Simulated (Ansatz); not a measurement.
Ansatz (a quantum-chemistry and plane-wave program) input file for CH3ClSSe, SMILES CS[Se]Cl, PBE-D3(BJ)/def2-SVP. 

Ansatz 0.2 input:
```yaml
crystal:
  periodic: [false, false, false]
  atoms:
    - {symbol: Se, position_ang: [0.25607429, 0.03306631, 0.82534199]}
    - {symbol: Cl, position_ang: [0.77192206, 1.85649610, -0.38598850]}
    - {symbol: S, position_ang: [-0.21402486, -1.46423451, -0.67675941]}
    - {symbol: C, position_ang: [-1.93437771, -1.05121467, -1.14895388]}
    - {symbol: H, position_ang: [-2.60756166, -1.12217151, -0.28448398]}
    - {symbol: H, position_ang: [-2.22749859, -1.78626687, -1.91400853]}
    - {symbol: H, position_ang: [-1.96347646, -0.04120958, -1.57945687]}
basis:
  gaussian:
    orbitals: def2-SVP
hamiltonian:
  xc: pbe
  dispersion: d3bj
relax: {f_tol: 0.002, max_steps: 200}
```

It prints:

```
WARN ansatz: RAYON_NUM_THREADS=1 ignored (pool sized by the plan → 1); use --threads N
Functional definition: PBE
integrals: 0.05 GiB planned
1078 factors; their error is unknown
mean field: 0.24 GiB planned
mean field evaluation 1: about -89751.3575 eV, gradient 4.8e1 eV
mean field evaluation 2: about -89737.9489 eV, gradient 8.0e1 eV
mean field evaluation 4: about -89756.7211 eV, gradient 1.1e1 eV
mean field evaluation 8: about -89757.0548 eV, gradient 2.2e-1 eV
mean field evaluation 16: about -89756.9198 eV, gradient 2.3e-4 eV
mean field -89756.91978642 eV, -3298.5059627257 hartree, gradient 2.9e-5 eV, S^2 0.000000; 0 other end points of the search recorded, 0 dependent functions left out
the calculation of the forces begins
reference -89756.91981530 eV, -3298.5059637869 hartree; 38, 38 occupied and 59, 59 virtual orbitals, 1078 factors
relax step   1: F+E_penalty+E_count = -89757.11572735 eV  Δ(F+E_penalty+E_count) = +0.000e0 eV  max|allowed force component| = 2.459e-1 eV/Å  Δτ_max = 0.0000 Å  (28 SCF iters, accepted)
these checks for a lower state are left out or cut short: starts, cluster_reference, orbital_swaps, neighbouring_geometries, increment
integrals: 0.05 GiB planned
1078 factors; their error is unknown
mean field: 0.24 GiB planned
mean field -89756.92554836 eV, -3298.5061744730 hartree, gradient 1.1e-5 eV, S^2 0.000000; 0 other end points of the search recorded, 0 dependent functions left out
the calculation of the forces begins
reference -89756.92557737 eV, -3298.5061755390 hartree; 38, 38 occupied and 59, 59 virtual orbitals, 1078 factors
relax step   2: F+E_penalty+E_count = -89757.12018774 eV  Δ(F+E_penalty+E_count) = -4.460e-3 eV  max|allowed force component| = 6.073e-2 eV/Å  Δτ_max = 0.0356 Å  (30 SCF iters, accepted)
these checks for a lower state are left out or cut short: starts, cluster_reference, orbital_swaps, neighbouring_geometries, increment
integrals: 0.05 GiB planned
1078 factors; their error is unknown
mean field: 0.24 GiB planned
mean field evaluation 32: about -89756.9261 eV, gradient 1.2e-5 eV
mean field -89756.92607930 eV, -3298.5061939846 hartree, gradient 1.2e-5 eV, S^2 0.000000; 0 other end points of the search recorded, 0 dependent functions left out
the calculation of the forces begins
reference -89756.92610830 eV, -3298.5061950504 hartree; 38, 38 occupied and 59, 59 virtual orbitals, 1078 factors
relax step   3: F+E_penalty+E_count = -89757.12073836 eV  Δ(F+E_penalty+E_count) = -5.506e-4 eV  max|allowed force component| = 1.378e-2 eV/Å  Δτ_max = 0.0051 Å  (32 SCF iters, accepted)
these checks for a lower state are left out or cut short: starts, cluster_reference, orbital_swaps, neighbouring_geometries, increment
integrals: 0.05 GiB planned
1078 factors; their error is unknown
mean field: 0.24 GiB planned
mean field -89756.92633010 eV, -3298.5062032015 hartree, gradient 1.5e-5 eV, S^2 0.000000; 0 other end points of the search recorded, 0 dependent functions left out
the calculation of the forces begins
reference -89756.92635912 eV, -3298.5062042680 hartree; 38, 38 occupied and 59, 59 virtual orbitals, 1078 factors
relax step   4: F+E_penalty+E_count = -89757.12084011 eV  Δ(F+E_penalty+E_count) = -1.017e-4 eV  max|allowed force component| = 1.034e-2 eV/Å  Δτ_max = 0.0074 Å  (24 SCF iters, accepted)
these checks for a lower state are left out or cut short: starts, cluster_reference, orbital_swaps, neighbouring_geometries, increment
integrals: 0.05 GiB planned
1078 factors; their error is unknown
mean field: 0.24 GiB planned
mean field -89756.92664891 eV, -3298.5062149175 hartree, gradient 1.0e-5 eV, S^2 0.000000; 0 other end points of the search recorded, 0 dependent functions left out
the calculation of the forces begins
reference -89756.92667796 eV, -3298.5062159850 hartree; 38, 38 occupied and 59, 59 virtual orbitals, 1078 factors
relax step   5: F+E_penalty+E_count = -89757.12092638 eV  Δ(F+E_penalty+E_count) = -8.627e-5 eV  max|allowed force component| = 6.329e-3 eV/Å  Δτ_max = 0.0129 Å  (31 SCF iters, accepted)
these checks for a lower state are left out or cut short: starts, cluster_reference, orbital_swaps, neighbouring_geometries, increment
integrals: 0.05 GiB planned
1078 factors; their error is unknown
mean field: 0.24 GiB planned
mean field -89756.92671899 eV, -3298.5062174926 hartree, gradient 9.0e-6 eV, S^2 0.000000; 0 other end points of the search recorded, 0 dependent functions left out
the calculation of the forces begins
reference -89756.92674804 eV, -3298.5062185602 hartree; 38, 38 occupied and 59, 59 virtual orbitals, 1078 factors
relax step   6: F+E_penalty+E_count = -89757.12094344 eV  Δ(F+E_penalty+E_count) = -1.706e-5 eV  max|allowed force component| = 2.943e-3 eV/Å  Δτ_max = 0.0046 Å  (24 SCF iters, accepted)
these checks for a lower state are left out or cut short: starts, cluster_reference, orbital_swaps, neighbouring_geometries, increment
integrals: 0.05 GiB planned
1078 factors; their error is unknown
mean field: 0.24 GiB planned
mean field -89756.92674376 eV, -3298.5062184031 hartree, gradient 2.5e-5 eV, S^2 0.000000; 0 other end points of the search recorded, 0 dependent functions left out
the calculation of the forces begins
reference -89756.92677281 eV, -3298.5062194708 hartree; 38, 38 occupied and 59, 59 virtual orbitals, 1078 factors
relax step   7: F+E_penalty+E_count = -89757.12095091 eV  Δ(F+E_penalty+E_count) = -7.465e-6 eV  max|allowed force component| = 1.297e-3 eV/Å  Δτ_max = 0.0039 Å  (23 SCF iters, accepted)
these checks for a lower state are left out or cut short: starts, cluster_reference, orbital_swaps, neighbouring_geometries, increment
integrals: 0.05 GiB planned
1078 factors; their error is unknown
mean field: 0.24 GiB planned
mean field -89756.92673911 eV, -3298.5062182323 hartree, gradient 2.7e-5 eV, S^2 0.000000; 0 other end points of the search recorded, 0 dependent functions left out
the calculation of the forces begins
reference -89756.92676816 eV, -3298.5062192999 hartree; 38, 38 occupied and 59, 59 virtual orbitals, 1078 factors
relax step   8: F+E_penalty+E_count = -89757.12095303 eV  Δ(F+E_penalty+E_count) = -2.121e-6 eV  max|allowed force component| = 1.144e-3 eV/Å  Δτ_max = 0.0024 Å  (23 SCF iters, accepted)
integrals: 0.05 GiB planned
1078 factors; their error is unknown
mean field: 0.24 GiB planned
mean field evaluation 64: about -89757.0624 eV, gradient 1.2e-1 eV
mean field -89756.92673911 eV, -3298.5062182323 hartree, gradient 2.6e-5 eV, S^2 0.000000; 1 other end points of the search recorded, 0 dependent functions left out
the calculation of the forces begins
reference -89756.92676816 eV, -3298.5062192999 hartree; 38, 38 occupied and 59, 59 virtual orbitals, 1078 factors
Total energy: -89757.12098208 eV, -3298.5133565297 hartree
Atom 0 at     0.263417     0.037799     0.816652 Å, force     0.000070    -0.000299     0.000350 eV/Å
Atom 1 at     0.818031     1.885761    -0.354933 Å, force    -0.000005     0.000486    -0.000204 eV/Å
Atom 2 at    -0.216526    -1.448993    -0.681857 Å, force    -0.000319     0.000209    -0.000462 eV/Å
Atom 3 at    -1.944466    -1.059919    -1.152486 Å, force     0.000310    -0.001144     0.000636 eV/Å
Atom 4 at    -2.618870    -1.126353    -0.278528 Å, force    -0.000395     0.000387    -0.000075 eV/Å
Atom 5 at    -2.234293    -1.814212    -1.911645 Å, force    -0.000126    -0.000049    -0.000208 eV/Å
Atom 6 at    -1.986237    -0.049617    -1.601512 Å, force     0.000465     0.000411    -0.000037 eV/Å
Dipole moment:    -0.442888    -0.305290    -0.026622 e Å
```

The calculation finished and met its thresholds.
